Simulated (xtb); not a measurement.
lithium fluoride (FLi), singlet, geometry from GFN2-xTB (such geometries of metal compounds can be far from the true shape). Base run: GFN0-xTB run with xtb.

xtb was given this input:
```
$ xtb mol.xyz --gfn 0 --json

# file mol.xyz
2

Li    -0.00000000    -0.00000000    -1.14043347
F      0.00000000     0.00000000     0.38014449
```

Each row names what was changed in the base input (with any setting that the change needs).

| change | ΔE vs base (kJ/mol) | HOMO-LUMO gap (eV) |
|---|---|---|
| base | 0.00 | 6.05 |
| acc = 30 | 0.00 | 6.05 |
| acc = 1000 | 0.00 | 6.05 |
| file = coord | 0.00 | 6.05 |
| acc = 0.1 | 0.00 | 6.05 |
| etemp = 10 | 0.00 | 6.05 |
